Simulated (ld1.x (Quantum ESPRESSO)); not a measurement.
## An all-electron radial function and its pseudo partner (Si (Z = 14))

Columns: radius, all-electron u(r) and pseudo u(r) of the 3s shell (level -28.66 eV) of silicon in the configuration [Ne] 3s2 3p0; LDA (PZ), scalar-relativistic, TM scheme, ld1.x (Quantum ESPRESSO) 7.5.

```json
{"r (bohr)": "0.110", "all-electron": "0.1153", "pseudo": "0.0412"}
{"r (bohr)": "0.220", "all-electron": "-0.1998", "pseudo": "0.0826"}
{"r (bohr)": "0.330", "all-electron": "-0.3690", "pseudo": "0.1245"}
{"r (bohr)": "0.440", "all-electron": "-0.3664", "pseudo": "0.1675"}
{"r (bohr)": "0.550", "all-electron": "-0.2551", "pseudo": "0.2125"}
{"r (bohr)": "0.660", "all-electron": "-0.0917", "pseudo": "0.2617"}
{"r (bohr)": "0.770", "all-electron": "0.0858", "pseudo": "0.3179"}
{"r (bohr)": "0.880", "all-electron": "0.2552", "pseudo": "0.3838"}
{"r (bohr)": "0.990", "all-electron": "0.4046", "pseudo": "0.4607"}
{"r (bohr)": "1.100", "all-electron": "0.5289", "pseudo": "0.5456"}
{"r (bohr)": "1.210", "all-electron": "0.6269", "pseudo": "0.6293"}
{"r (bohr)": "1.320", "all-electron": "0.6997", "pseudo": "0.6997"}
{"r (bohr)": "1.430", "all-electron": "0.7494", "pseudo": "0.7494"}
{"r (bohr)": "1.540", "all-electron": "0.7789", "pseudo": "0.7789"}
{"r (bohr)": "1.650", "all-electron": "0.7911", "pseudo": "0.7911"}
{"r (bohr)": "1.760", "all-electron": "0.7888", "pseudo": "0.7888"}
{"r (bohr)": "1.870", "all-electron": "0.7749", "pseudo": "0.7749"}
{"r (bohr)": "1.980", "all-electron": "0.7518", "pseudo": "0.7518"}
{"r (bohr)": "2.090", "all-electron": "0.7218", "pseudo": "0.7218"}
{"r (bohr)": "2.200", "all-electron": "0.6867", "pseudo": "0.6867"}
{"r (bohr)": "2.310", "all-electron": "0.6483", "pseudo": "0.6483"}
{"r (bohr)": "2.420", "all-electron": "0.6078", "pseudo": "0.6078"}
{"r (bohr)": "2.530", "all-electron": "0.5663", "pseudo": "0.5663"}
{"r (bohr)": "2.640", "all-electron": "0.5249", "pseudo": "0.5249"}
{"r (bohr)": "2.750", "all-electron": "0.4841", "pseudo": "0.4841"}
{"r (bohr)": "2.860", "all-electron": "0.4446", "pseudo": "0.4446"}
```

Question: How many radial nodes do the two functions have?

Answer: The all-electron 3s function has n − l − 1 = 2; the pseudo-wave has 0, since the states of the same l below it are removed with the core.

Question: At about which radius was the pseudo-wave matched?

Answer: 1.40 bohr, where the columns begin to agree (steps of 0.11 bohr).

Question: Where does each function peak?

Answer: Outermost all-electron maximum near 1.65 bohr, pseudo maximum near 1.65 bohr (to the table’s step).

Question: Is the pseudo-wave norm-conserving?

Answer: Yes: the TM scheme keeps the norm inside the radius equal to the all-electron one, which fixes the energy derivative of the logarithmic derivative at the level.
